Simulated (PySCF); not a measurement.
**Electron correlation in N²⁺ (nitrogen, charge +2)**

[He] 2s1 2p1 3d1, one real determinant (an excited configuration). Calculation: PySCF 2.14, in aug-cc-pVQZ-DK; scalar relativity by spin-free X2C-1e. Frozen: 1s2; 3 electrons correlated.

```tsv
level	correlation energy (mhartree)
CCSD	-17.92
(T)	-2.10
CCSD(T)	-20.02
```

Diagnostics: T1 = 0.013, D1 = 0.0305, largest double amplitude 0.316.

The real determinant used has ⟨L²⟩ near 8 against 12 for a pure F term, so it mixes terms. The outer electron is Rydberg-like, and this basis confines it to a smaller radius and binds it less than a complete one would. A double-excitation amplitude exceeds 0.15, a sign of near-degeneracy.

Cost of the coupled-cluster step: of the order of 20 core-seconds, for 3 correlated electrons.

The reference is one real determinant that mixes LS terms of this configuration.
